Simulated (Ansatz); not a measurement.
Cost and result for the atomization energy of C3H7NOSi (`C=C1O[Si]1(C)N`) (13 atoms, 13 bonds).

```xyz
13

C    -0.3933   -2.6400   -0.3716
C    -0.3214   -1.3228   -0.3296
O    -0.7415   -0.3909   -1.3139
Si   -0.1267    0.4045    0.0338
C     1.4341    1.3607   -0.2036
N    -1.1772    1.2342    1.0594
H    -0.8063   -3.1548   -1.2330
H    -0.0354   -3.2265    0.4637
H     1.9570    1.5090    0.7435
H     2.0933    0.8218   -0.8853
H     1.2239    2.3433   -0.6348
H    -2.0704    0.8695    1.3427
H    -1.0362    2.1920    1.3287
```

The species carries charge 0 and has multiplicity 1. All single points use the PBE0-D4/def2-TZVP geometry. It is one conformer, not always the lowest. Program: Ansatz. All runs use 4 threads of an Arm Neoverse V1 on a shared host. Times are those of one run each, without the atoms' runs, and a repeat can differ threefold. Electronic energies, without spin–orbit coupling; frozen cores. CCSD(T)/CBS adds CCSD(T) − MP2 in def2-TZVPP to the MP2 limit, and its time is that of the two runs behind it. T1 = 0.013. B3LYP takes the VWN-RPA correlation (the form of Gaussian; ORCA's B3LYP/G).

CCSD(T)/CBS is a level of theory with its own doubt, some kJ/mol a heavy atom from the limit and from the frozen cores, so smaller differences don't rank the functionals.

| level | functions | wall time | atomization (kJ/mol) | difference from CCSD(T)/CBS | per bond |
| --- | --- | --- | --- | --- | --- |
| PBE-D4/def2-TZVPP (with forces) | 295 | 3.9 s | 5356.8 | 143.7 | 11.1 |
| PBE0-D4/def2-TZVPP | 295 | 4.1 s | 5238.2 | 25.1 | 1.9 |
| r2SCAN-D4/def2-TZVPP (with forces) | 295 | 6.5 s | 5235.3 | 22.2 | 1.7 |
| B3LYP-D4/def2-TZVPP (with forces) | 295 | 7 s | 5221.5 | 8.4 | 0.6 |
| B2PLYP/def2-TZVPP | 295 | 8.5 s | 5165.9 | -47.2 | -3.6 |
| ωB97X-V/def2-TZVPP | 295 | 11 s | 5231.5 | 18.4 | 1.4 |
| ωB97M-V/def2-TZVPP (with forces) | 295 | 15 s | 5239.9 | 26.8 | 2.1 |
| MP2/def2-QZVPP | 565 | 41 s | 5261.1 | 48.0 | 3.7 |
| CCSD(T)/def2-TZVPP | 295 | 20 min | 5062.5 | -150.6 | -11.6 |
| CCSD(T)/CBS(def2) | – | 20 min | 5213.1 | 0.0 | 0.0 |

The D4 term adds +44.6 kJ/mol with B3LYP and +23.6 kJ/mol with PBE0; it sums over pairs of atoms, weighted by their polarisabilities, and B3LYP, whose exchange is more repulsive, gets the larger term. In def2-TZVPP, CCSD(T) changes the Hartree–Fock value by +1371.5 kJ/mol (the triples alone add +90.7 kJ/mol) and MP2 by +1480.0 kJ/mol; breaking electron pairs costs correlation energy, which Hartree–Fock lacks. From PBE to PBE0 (25 % exact exchange), in def2-TZVPP and without D4, the atomization energy moves by −114.4 kJ/mol: exact exchange takes away binding that semilocal exchange gives to molecules.
